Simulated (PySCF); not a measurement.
CHO₂, charge +1.

```xyz
4

O     -0.0173     1.2285     0.0000
C     -0.0105     0.1089     0.0000
O      0.1111    -1.1002     0.0000
H     -0.6878    -1.6791     0.0000
```
Charge +1, spin multiplicity 1.

Coordinates come from a PBE0-D3(BJ)/def2-TZVP optimisation. The isomer is the one that the SMILES or the coordinates give; other isomers of the formula were not compared.

All values below come from PySCF with PBE0/pcSseg-2. Non-relativistic, no solvent.

Give the absolute GIAO shielding of each atom: isotropic value and principal components (ppm). (The exact figures need the calculation; the answer reports its results.)


```json
[
 {"atom": "O1", "σ(iso)": "98.1", "σ11": "-87.1", "σ22": "-4.8", "σ33": "386.3", "span": "473.4"},
 {"atom": "C2", "σ(iso)": "54.8", "σ11": "-58.1", "σ22": "-56.4", "σ33": "278.8", "span": "336.8"},
 {"atom": "O3", "σ(iso)": "266.1", "σ11": "181.9", "σ22": "228.5", "σ33": "388.0", "span": "206.1"},
 {"atom": "H4", "σ(iso)": "22.4", "σ11": "15.1", "σ22": "15.9", "σ33": "36.3", "span": "21.3"}
]
```
